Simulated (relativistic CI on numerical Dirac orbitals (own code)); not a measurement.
**Sc²⁺ in a cubic cluster: 2p photoemission with charge transfer**

Computed with a charge-transfer multiplet model of a cubic metal-ligand cluster with up to 2 ligand holes, Slater and spin-orbit integrals from Dirac-Coulomb-Breit ions, Slater integrals scaled by 0.9. The ground state mixes d1 with configurations of k ligand holes L, whose averages lie at kΔ + k(k − 1)U_dd/2; a core hole lowers each added d electron by U_cd. 20 K, Lorentzian 0.6 eV and Gaussian 0.8 eV FWHM.

Atomic integrals in eV (Slater integrals scaled, ζ unscaled), ground: F2dd 5.299, F4dd 3.246, zeta_d 0.008; with the core hole: F2dd 5.299, F4dd 3.246, zeta_d 0.020, zeta_core 3.005, F2cd 4.627, G1cd 3.325, G3cd 1.884. Where a configuration has fewer than two d electrons, the dd integrals are those of d2.

Cluster parameters (eV): Δ = 7.8, U_dd = 4.1, 10Dq = 0.65, 10Dq(ligand) = 0.9, V(eg) = 1.95, V(t2g) = -0.89, final-state hopping factor = 1.

```csv
Case,n_d,d1,d2L,d3L2,S
U_cd = 4.1 eV,1.24,0.78,0.21,0.01,0.50
U_cd = 5.3 eV,1.24,0.78,0.21,0.01,0.50
U_cd = 5.9 eV,1.24,0.78,0.21,0.01,0.50
```

Weights, n_d and S are thermal averages at 20 K. Binding energies count from the first peak over 30 % of the highest in each spectrum, which can be another peak from case to case. The parameters are a model scan and need not match a compound or its usual spin state. Peaks in eV (height, largest 100):
- U_cd = 4.1 eV: 0.0 (100), 2.5 (13), 4.6 (46), 6.9 (15)
- U_cd = 5.3 eV: 0.0 (100), 2.5 (13), 4.6 (43), 7.0 (20), 12.4 (6)
- U_cd = 5.9 eV: 0.0 (100), 2.6 (13), 4.6 (42), 7.2 (23), 12.3 (8)

For the case U_cd = 5.3 eV, Δ = 7.8 eV is larger than U_dd = 4.1 eV, the Mott-Hubbard side of the Zaanen-Sawatzky-Allen scheme. With the core hole the configuration with one ligand hole lies at Δ − U_cd = 3.7, 2.5, 1.9 eV from the one without, in the order of the table; where this is negative the screened configuration lies lower, though the effective hopping of about 4.3 eV (from the holes of the mixed ground state) mixes the two strongly wherever it is as large as the gap.
